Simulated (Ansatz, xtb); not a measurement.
Relaxing a trial structure of C5H9OS+

The starting geometry of this gas-phase singlet was built from a drawn formula by distance geometry and a force field; its bonds are those of `CCCSCC#[O+]`.

```yaml
atoms:
  - { symbol: C, position_ang: [-1.4038, 2.3634, -0.2159] }
  - { symbol: C, position_ang: [-0.7604, 0.9769, -0.3927] }
  - { symbol: C, position_ang: [0.6851, 0.9808, 0.0835] }
  - { symbol: C, position_ang: [3.0518, -0.2323, 0.5283] }
  - { symbol: C, position_ang: [3.0237, -0.1266, 1.9623] }
  - { symbol: O, position_ang: [2.9660, -0.0724, 3.1231] }
  - { symbol: S, position_ang: [1.4239, -0.7191, -0.1104] }
  - { symbol: H, position_ang: [-2.4776, 2.3428, -0.5734] }
  - { symbol: H, position_ang: [-1.3864, 2.7070, 0.8542] }
  - { symbol: H, position_ang: [-0.8571, 3.0789, -0.8889] }
  - { symbol: H, position_ang: [-1.3575, 0.2664, 0.2744] }
  - { symbol: H, position_ang: [-0.8498, 0.6261, -1.4573] }
  - { symbol: H, position_ang: [1.2643, 1.7073, -0.5780] }
  - { symbol: H, position_ang: [0.7642, 1.2770, 1.1201] }
  - { symbol: H, position_ang: [3.7607, -1.0915, 0.2061] }
  - { symbol: H, position_ang: [3.4174, 0.7000, 0.1069] }
```

Task: Where would you expect an optimisation with r2SCAN-D4/def2-SVP to take it?

Result: It keeps its bonds, and is `CCCSCC#[O+]`.

The energy falls by 0.40 eV over 8 steps:

| step | E − E(last) (eV) |
| --- | --- |
| 1 | 0.402 |
| 2 | 0.053 |
| 3 | 0.012 |
| 4 | 0.004 |
| 5 | 0.001 |
| 6 | 0.000 |
| 7 | 0.000 |
| 8 | 0.000 |

Final geometry (Å):

```xyz
16

C    -1.4552    2.3584   -0.3047
C    -0.7870    0.9858   -0.3279
C     0.6644    1.0845    0.1420
C     3.1390   -0.2579    0.4985
C     3.1020   -0.2755    1.9237
O     2.9690   -0.3129    3.0462
S     1.3858   -0.6000    0.0635
H    -2.4964    2.2761   -0.6474
H    -1.4697    2.7829    0.7112
H    -0.9398    3.0693   -0.9690
H    -1.3373    0.2837    0.3218
H    -0.8137    0.5680   -1.3491
H     1.2549    1.7432   -0.5173
H     0.7128    1.4609    1.1786
H     3.7915   -1.0829    0.1501
H     3.5442    0.7015    0.1220
```

From the same start GFN2-xTB ends elsewhere, differing in C5–S7 (2.05 against 2.55 Å here).

No frequencies were run, so the end isn't proven a minimum. Run with Ansatz 0.2.0, 17 s on 4 threads of Arm Neoverse V2 (shared host).
